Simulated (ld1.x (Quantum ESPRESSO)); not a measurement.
## u(r) = r·R(r): atom against pseudo-atom (As)

Columns: radius, all-electron u(r) and pseudo u(r) of the 4s shell (level -15.15 eV) of arsenic in the configuration [Ar] 3d10 4s1.5 4p3.5; LDA (PZ), scalar-relativistic, TM scheme, ld1.x (Quantum ESPRESSO) 7.5.

| r (bohr) | all-electron | pseudo |
| --- | --- | --- |
| 0.108 | -0.2058 | -0.0243 |
| 0.215 | -0.0837 | -0.0506 |
| 0.322 | 0.2411 | -0.0812 |
| 0.430 | 0.3821 | -0.1191 |
| 0.538 | 0.3280 | -0.1667 |
| 0.645 | 0.1657 | -0.2259 |
| 0.752 | -0.0346 | -0.2985 |
| 0.860 | -0.2332 | -0.3846 |
| 0.968 | -0.4069 | -0.4793 |
| 1.075 | -0.5462 | -0.5738 |
| 1.182 | -0.6518 | -0.6594 |
| 1.290 | -0.7269 | -0.7281 |
| 1.398 | -0.7744 | -0.7745 |
| 1.505 | -0.7988 | -0.7988 |
| 1.612 | -0.8051 | -0.8051 |
| 1.720 | -0.7967 | -0.7967 |
| 1.828 | -0.7773 | -0.7773 |
| 1.935 | -0.7499 | -0.7499 |
| 2.042 | -0.7168 | -0.7168 |
| 2.150 | -0.6797 | -0.6797 |
| 2.258 | -0.6402 | -0.6402 |
| 2.365 | -0.6001 | -0.6001 |
| 2.472 | -0.5599 | -0.5599 |
| 2.580 | -0.5199 | -0.5199 |
| 2.688 | -0.4811 | -0.4811 |
| 2.795 | -0.4442 | -0.4442 |

Question: How many radial nodes do the two functions have?

Answer: The all-electron 4s function has n − l − 1 = 3 (the table is too coarse to show those close to the nucleus); the pseudo-wave has 0, since the states of the same l below it are removed with the core.

Question: At about which radius was the pseudo-wave matched?

Answer: 1.55 bohr. The columns agree to 0.0005 from 1.40 bohr on; several derivatives are matched, so the curves merge somewhat inside the radius.

Question: Is the pseudo-wave norm-conserving?

Answer: Yes: the TM scheme keeps the norm inside the radius equal to the all-electron one, which fixes the energy derivative of the logarithmic derivative at the level.
